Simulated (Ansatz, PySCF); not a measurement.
Species: GeSe (charge 0, singlet). 
Structure (B3LYP-D3(BJ)/def2-TZVP (Ansatz, an electronic-structure program) minimum search):
```xyz
2

Ge     0.0000     0.0000    -1.1111
Se     0.0000     0.0000     1.0458
```
Charge 0, spin multiplicity 1.

Total electronic energies in hartree. Cores are frozen in the correlated levels unless marked. No spin-orbit coupling. Frozen are the shells of the preceding noble gas and the d and f shells that filled before the atom's block. No relativistic terms. Basis-set limits of correlation are two-point, X^-3; Hartree-Fock from the larger set (for Q and 5 zeta extrapolated as (X+1)exp(-9√X)). [CCSD(T)-MP2]/basis is that difference in the basis named.

The T1 diagnostic of CCSD in the largest basis is 0.025, which is high, so the coupled-cluster rows are less sure than usual.

```json
[
 {"level": "BP86-D4/def2-TZVPD", "program": "PySCF + dftd4", "energy (Eh)": "-4479.14424"},
 {"level": "TPSS-D4/def2-TZVPD", "program": "PySCF + dftd4", "energy (Eh)": "-4478.50098"},
 {"level": "CAM-B3LYP-D4/def2-TZVPD", "program": "Ansatz + dftd4", "energy (Eh)": "-4478.83843"},
 {"level": "MP2/def2-TZVPP", "program": "Ansatz", "energy (Eh)": "-4475.48442"},
 {"level": "SCS-MP2/def2-TZVPPD", "program": "Ansatz", "energy (Eh)": "-4475.48498"},
 {"level": "CCSD/cc-pVTZ", "program": "Ansatz", "energy (Eh)": "-4475.58555"},
 {"level": "CCSD/def2-QZVPP", "program": "Ansatz", "energy (Eh)": "-4475.60700"},
 {"level": "RI-MP2/CBS(aug-cc-pVTZ,aug-cc-pVQZ)+[CCSD(T)-MP2]/aug-cc-pVDZ", "program": "Ansatz", "energy (Eh)": "-4475.6383"},
 {"level": "CCSD(T)/CBS(cc-pVQZ,cc-pV5Z)", "program": "Ansatz", "energy (Eh)": "-4475.6398"}
]
```

Totals of different functionals don't rank their quality; only differences between species are comparable.
